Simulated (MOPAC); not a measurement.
A run for MOPAC: PM6 on SiB, 2S+1 = 4, a spin state set in the input, which need not be the lowest, a point of a bond scan (R = 1.961 Å).

```
PM6 1SCF PRECISE CHARGE=0 UHF MS=1.5 THREADS=1
BSi

B      0.00000000 1     0.00000000 1     0.00000000 1
Si     0.00000000 1     0.00000000 1     1.96142400 1
```

Program output:

```
*******************************************************************************
 **                                                                           **
 **                              MOPAC v23.2.5                                **
 **                                                                           **
 *******************************************************************************
 ** MOPAC's Digital Object Identifier: https://doi.org/10.5281/zenodo.6511958 **
 **                                                                           **
 ** Please cite the open-source release paper for use of this MOPAC version:  **
 ** J. E. Moussa and J. J. P. Stewart (2026)                                  **
 ** MOPAC: An open-source semiempirical molecular orbital program             **
 ** J. Open Source Softw., 11(119), 8025, https://doi.org/10.21105/joss.08025 **
 *******************************************************************************

                              PM6 CALCULATION RESULTS

 *******************************************************************************
 *  PM6        - The PM6 Hamiltonian to be used
 *  UHF        - UNRESTRICTED HARTREE-FOCK CALCULATION
 *
 *
 *
 *                 CHARGE ON SYSTEM = 0
 *
 *
 *
 *  MS=        - IN MECI, MAGNETIC COMPONENT OF SPIN =  1.5
 *  PRECISE    - TIGHTER CRITERIA TO BE USED
 *  1SCF       - DO 1 SCF AND THEN STOP
 *  THREADS=1  - MULTI-THREADING NOT USED
 *  T=         - A TIME OF 172800.0 SECONDS REQUESTED
 *  DUMP=N     - RESTART FILE WRITTEN EVERY 7200.0 SECONDS REQUESTED
 *******************************************************************************
PM6 1SCF PRECISE CHARGE=0 UHF MS=1.5 THREADS=1
 BSi

   ATOM   CHEMICAL          X               Y               Z
  NUMBER   SYMBOL      (ANGSTROMS)     (ANGSTROMS)     (ANGSTROMS)

     1       B          0.00000000  *   0.00000000  *   0.00000000  *
     2      Si          0.00000000  *   0.00000000  *   1.96142400  *



          CARTESIAN COORDINATES

    NO.       ATOM           X           Y           Z

     1         B          0.0000      0.0000      0.0000
     2        Si          0.0000      0.0000      1.9614

 General Reference for PM6:
 "Optimization of Parameters for Semiempirical Methods V: Modification of NDDO Approximations
 and Application to 70 Elements", J. J. P. Stewart, J. Mol. Mod., 13, 1173-1213 (2007)
 URL: https://link.springer.com/article/10.1007/s00894-007-0233-4

           Empirical Formula: B Si  =     2 atoms



      MOLECULAR POINT GROUP   :   C*v


          UHF CALCULATION, NO. OF ALPHA ELECTRONS =    5
                           NO. OF BETA  ELECTRONS =    2

 -------------------------------------------------------------------------------
 PM6 1SCF PRECISE CHARGE=0 UHF MS=1.5 THREADS=1
 BSi



     1SCF WAS SPECIFIED, SO BFGS WAS NOT USED
     SCF FIELD WAS ACHIEVED


                              PM6 CALCULATION
                                                       MOPAC v23.2.5 Linux




          FINAL HEAT OF FORMATION =        190.92938 KCAL/MOL =     798.84854 KJ/MOL


          COSMO AREA              =         92.56 SQUARE ANGSTROMS
          COSMO VOLUME            =         80.33 CUBIC ANGSTROMS

          IONIZATION POTENTIAL    =          7.555694 EV
          ALPHA SOMO LUMO (EV)    =         -7.556 -0.789
          BETA  SOMO LUMO (EV)    =         -9.924 -2.077
          NO. OF ALPHA ELECTRONS  =          5
          NO. OF BETA  ELECTRONS  =          2
          MOLECULAR WEIGHT        =         38.8955         POINT GROUP:  C*v

          MOLECULAR DIMENSIONS (Angstroms)

            Atom       Atom       Distance
           Si     2    B     1     1.96142
           Si     2    B     1     0.00000
            B     1   Si     2     0.00000


          SCF CALCULATIONS        =          1





   ATOM   CHEMICAL          X               Y               Z
  NUMBER   SYMBOL      (ANGSTROMS)     (ANGSTROMS)     (ANGSTROMS)

     1       B          0.00000000  *   0.00000000  *   0.00000000  *
     2      Si          0.00000000  *   0.00000000  *   1.96142400  *

                             CARTESIAN COORDINATES

   1    B        0.000000000     0.000000000     0.000000000
   2   Si        0.000000000     0.000000000     1.961424000


           Empirical Formula: B Si  =     2 atoms



      MOLECULAR POINT GROUP   :   C*v


          ALPHA EIGENVALUES
 -17.34563 -12.02381  -7.57324  -7.55569  -7.55569  -0.78881  -0.78881  -0.07392
   2.54975   2.54975   2.77290   2.77290   3.21691


           BETA EIGENVALUES
 -14.97814  -9.92400  -2.07718  -2.07718  -1.85504   0.18184   0.18184   0.65147
   3.15480   3.15480   3.25291   3.25291   3.65169


              NET ATOMIC CHARGES AND DIPOLE CONTRIBUTIONS

  ATOM NO.   TYPE          CHARGE      No. of ELECS.   s-Pop       p-Pop       d-Pop
    1          B           0.402075        2.5979     1.83281     0.76511
    2         Si          -0.402075        4.4021     1.88578     2.44364     0.07266
 DIPOLE           X         Y         Z       TOTAL
 POINT-CHG.     0.000     0.000    -3.788     3.788
 HYBRID         0.000     0.000     1.731     1.731
 SUM            0.000     0.000    -2.057     2.057


          ATOMIC ORBITAL ELECTRON POPULATIONS

     Atom    s        px        py        pz      x^2-y^2     xz        z^2       yz        xy
    1  B   1.83281   0.17297   0.17297   0.41917
    2 Si   1.88578   0.81065   0.81065   0.82233   0.00000   0.01638   0.03990   0.01638   0.00000


                    (SZ)    =    1.500000
                    (S**2)  =    3.760951


          ATOMIC ORBITAL SPIN POPULATIONS

    Atom   Total    s     px     py     pz   x^2-y^2  xz     z^2    yz     xy
         Atomic
    1  B  0.6946  0.065  0.173  0.173  0.284
    2 Si  2.3054  0.019  0.811  0.811  0.620  0.000  0.016  0.012  0.016  0.000

 **********************
 *                    *
 * JOB ENDED NORMALLY *
 *                    *
 **********************




 == MOPAC DONE ==
```

The run finished.

Cost: about 0.04 core-seconds (a rough figure).
